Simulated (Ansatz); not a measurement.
Molecule (SMILES): [Si]Br (Si-Br), doublet.
Atoms: Si1, Br2. Bonds: Si1-Br2.

How fast the optimised Si1-Br2 bond length converges with the basis for several methods (Ansatz, an electronic-structure program): deviation from each method's own reference, in Å. References: B3LYP 2.2517 Å, the value in pcseg-4; HF 2.2498 Å, the value in pcseg-4; MP2 2.2297 Å, the value in aug-cc-pV(Q+d)Z; PBE 2.2491 Å, the value in pcseg-4. Cartesian d functions, on some or all atoms, in 6-31G*, 6-311G**; all else is spherical. In correlated methods cores are frozen (with 3d on Ga to Br). Open shells are unrestricted. No added dispersion term, no relativity. The reference of a correlated method is not its basis-set limit, which lies further on.

```json
[
 {"basis": "def2-SVP", "functions": "50", "B3LYP": "0.0069", "HF": "[?]", "MP2": "0.0143", "PBE": "0.0080"},
 {"basis": "cc-pV(D+d)Z", "functions": "50", "B3LYP": "0.0138", "HF": "[?]", "MP2": "0.0234", "PBE": "0.0136"},
 {"basis": "6-31G*", "functions": "54", "B3LYP": "0.0153", "HF": "[?]", "MP2": "0.0159", "PBE": "0.0143"},
 {"basis": "6-311G**", "functions": "71", "B3LYP": "0.0155", "HF": "[?]", "MP2": "0.0131", "PBE": "0.0149"},
 {"basis": "cc-pV(T+d)Z", "functions": "82", "B3LYP": "0.0024", "HF": "[?]", "MP2": "0.0061", "PBE": "0.0019"},
 {"basis": "def2-TZVP", "functions": "85", "B3LYP": "0.0009", "HF": "[?]", "MP2": "0.0038", "PBE": "0.0010"},
 {"basis": "def2-TZVPP", "functions": "90", "B3LYP": "0.0007", "HF": "[?]", "MP2": "0.0021", "PBE": "0.0008"},
 {"basis": "aug-cc-pV(T+d)Z", "functions": "114", "B3LYP": "0.0026", "HF": "[?]", "MP2": "0.0083", "PBE": "0.0022"},
 {"basis": "cc-pV(Q+d)Z", "functions": "132", "B3LYP": "-0.0005", "HF": "[?]", "MP2": "-0.0005", "PBE": "-0.0005"},
 {"basis": "def2-QZVPP", "functions": "159", "B3LYP": "0.0000", "HF": "[?]", "MP2": "-0.0018", "PBE": "-0.0001"},
 {"basis": "aug-cc-pV(Q+d)Z", "functions": "182", "B3LYP": "-0.0007", "HF": "[?]", "MP2": "0.0000", "PBE": "-0.0006"},
 {"basis": "cc-pV(5+d)Z", "functions": "204", "B3LYP": "-0.0002", "HF": "[?]", "MP2": "-0.0024", "PBE": "-0.0004"}
]
```

Problem. Complete the blanks.

Solution. 
- def2-SVP, HF: 0.0079
- cc-pV(D+d)Z, HF: 0.0140
- 6-31G*, HF: 0.0080
- 6-311G**, HF: 0.0109
- cc-pV(T+d)Z, HF: 0.0024
- def2-TZVP, HF: 0.0011
- def2-TZVPP, HF: 0.0009
- aug-cc-pV(T+d)Z, HF: 0.0032
- cc-pV(Q+d)Z, HF: -0.0004
- def2-QZVPP, HF: -0.0005
- aug-cc-pV(Q+d)Z, HF: -0.0004
- cc-pV(5+d)Z, HF: -0.0006

Mean absolute deviation over 6-311G**, cc-pV(T+d)Z, def2-TZVP, def2-TZVPP, aug-cc-pV(T+d)Z: HF 0.0037, PBE 0.0042, B3LYP 0.0044, MP2 0.0067 Å.
